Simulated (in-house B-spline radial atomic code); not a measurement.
## Ionising Cr+ with different functionals

Computed with a radial B-spline atomic code at the basis-set limit: four-component Dirac-Coulomb Hamiltonian, Fermi nucleus of rms radius 3.6452 fm, spin-restricted, spherical fractional occupations for the functionals, and exact exchange of hybrids averaged over the configuration. The ionisation energy is the difference of two self-consistent energies, [Ar] 3d5 → [Ar] 3d4, without Breit or QED terms; ε is the level of the shell that loses the electron (mean over j). The electron is taken from both j subshells in proportion to 2j + 1, so the result is a j average, not the step between ground levels.

```
   method                    rung  ΔSCF (eV)  -ε(3d) (eV)
     PBE0           global hybrid      15.60        11.54
BHandHLYP           global hybrid      15.24        13.33
    wB97X  range-separated hybrid      15.58        14.17
  LC-wPBE  range-separated hybrid      15.74        14.37
```

Q: Among the functionals, which spreads more, the ΔSCF values or the orbital energies?

A: The orbital energies: ΔSCF values span about 0.51 eV and the orbital energies 2.83 eV; here energy differences depend much less on the functional than eigenvalues do.

Q: How do they compare with the NIST value?

A: NIST lists 16.486 eV (measured, ground level to ground level). Errors run from -1.25 to -0.74 eV. The correlated functionals all miss on the same side by more than they spread, so the cause is common to them (Breit-QED terms, spin polarisation, the choice among j levels, multiplet and fine-structure energies, or a listed next ion that isn't the cheapest removal here) and closeness doesn't rank the functionals.
